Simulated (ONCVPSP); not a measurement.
## u(r) = r·R(r): atom against pseudo-atom (O (Z = 8))

Columns: radius, all-electron u(r) and pseudo u(r) of the 2p shell (level -9.24 eV) of oxygen in the configuration [He] 2s1.5 2p4.5; PBE, scalar-relativistic, ONCV scheme, ONCVPSP 4.0.1.

```csv
r (bohr),all-electron,pseudo
0.075,0.0640,0.0216
0.150,0.1945,0.0836
0.225,0.3386,0.1794
0.300,0.4722,0.2990
0.375,0.5855,0.4301
0.450,0.6763,0.5606
0.525,0.7455,0.6793
0.600,0.7947,0.7777
0.675,0.8261,0.8504
0.750,0.8427,0.8957
0.825,0.8472,0.9150
0.900,0.8419,0.9119
0.975,0.8292,0.8918
1.050,0.8107,0.8601
1.125,0.7880,0.8224
1.200,0.7623,0.7828
1.275,0.7346,0.7445
1.350,0.7056,0.7089
1.425,0.6759,0.6764
1.500,0.6460,0.6459
1.575,0.6162,0.6162
1.650,0.5868,0.5868
1.725,0.5581,0.5580
1.800,0.5301,0.5301
1.875,0.5030,0.5030
1.950,0.4769,0.4769
```

(1) How many radial nodes do the two functions have?

(2) At about which radius was the pseudo-wave matched?

(3) Is the pseudo-wave norm-conserving?

Answers

(1) The all-electron 2p function has n − l − 1 = 0; the pseudo-wave has 0.

(2) 1.50 bohr, where the columns begin to agree (steps of 0.07 bohr).

(3) Yes: the ONCV scheme keeps the norm inside the radius equal to the all-electron one, which fixes the energy derivative of the logarithmic derivative at the level.
